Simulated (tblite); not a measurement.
C₄H₂ClN₂Se (doublet state).
Atom-mapped SMILES: `[H]/[C:1]=[N:2]/[c:3]1[n:4][se:5][cH:6][c:7]1[Cl:8]` (hydrogens: H9 on C1; H10 on C6)
Bond orders are those of one Lewis drawing.

Computed with GFN2-xTB (tblite), gas phase: L-BFGS steps from a force-field or distance-geometry start until the largest atomic force falls under 0.01 eV/Å.

Step 15: E = -626.6623 eV
```
atom  x, y, z in Å  |  force x, y, z in eV/Å
C1      2.7533    0.1963   -0.1206   -0.274  -0.142   0.090
N2      1.6027    0.3292   -0.4871   -0.015   0.022   0.074
C3      0.3448   -0.1319   -0.3225   -0.127  -0.205  -0.030
N4      0.1505   -1.4321   -0.3550    0.128  -0.306   0.201
Se5    -1.5142   -1.8631    0.0675    0.030  -0.025  -0.216
C6     -1.9302   -0.0673    0.1809    0.093  -0.205   0.174
C7     -0.8217    0.6733   -0.1013   -0.036  -0.089   0.109
Cl8    -0.8110    2.3667   -0.1776    0.086   0.465   0.061
H9      3.1309   -0.3140    0.7657    0.089   0.267  -0.241
H10    -2.8962    0.2474    0.5275    0.026   0.215  -0.222
```

Step 16: E = -626.6897 eV
```
atom  x, y, z in Å  |  force x, y, z in eV/Å
C1      2.7647    0.2017   -0.1405   -0.264  -0.182   0.157
N2      1.5943    0.2986   -0.4455    0.169   0.068   0.072
C3      0.3427   -0.1521   -0.2919   -0.142  -0.114  -0.064
N4      0.1413   -1.4535   -0.3489   -0.055  -0.188   0.202
Se5    -1.5414   -1.8660    0.0288   -0.009   0.131  -0.131
C6     -1.9413   -0.0548    0.1724    0.115  -0.457   0.202
C7     -0.8175    0.6711   -0.0772   -0.120  -0.223   0.025
Cl8    -0.8220    2.3623   -0.1836    0.187   0.488   0.100
H9      3.1951   -0.2705    0.7457    0.037   0.305  -0.297
H10    -2.9070    0.2678    0.5182    0.083   0.172  -0.266
```

**Question.** Estimate the geometry and energy of step 17. (The exact step hangs on the optimiser's Hessian estimate; all steps are aligned on step 16, rigid shifts and turns removed.)

**Answer.** E = -626.7184 eV, largest force 0.564 eV/Å
```
atom  x, y, z in Å  |  force x, y, z in eV/Å
C1      2.7687    0.2044   -0.1580   -0.094  -0.145   0.143
N2      1.5858    0.2687   -0.4026    0.105   0.053   0.046
C3      0.3390   -0.1765   -0.2615   -0.103   0.063  -0.067
N4      0.1341   -1.4798   -0.3368   -0.234  -0.012   0.171
Se5    -1.5681   -1.8693   -0.0145   -0.055   0.205  -0.013
C6     -1.9499   -0.0486    0.1686    0.144  -0.516   0.176
C7     -0.8133    0.6667   -0.0501   -0.181  -0.276  -0.092
Cl8    -0.8295    2.3651   -0.1870    0.271   0.271   0.159
H9      3.2572   -0.2203    0.7181    0.028   0.271  -0.239
H10    -2.9150    0.2942    0.5014    0.119   0.085  -0.285
```

The energy changes by -0.0287 eV. The first-order estimate −F·Δx gives -0.0403 eV and the mean of the old and new forces, exact on a quadratic surface, -0.0289 eV. The step makes an angle of 74° with the force vector and moves no atom by more than 0.084 Å.

What follows is the cost of the whole relaxation. Time: 1.5 s. Hardware: one thread, AMD EPYC (x86_64), no GPU, shared host with 64 logical CPUs at a one-minute load of 58.
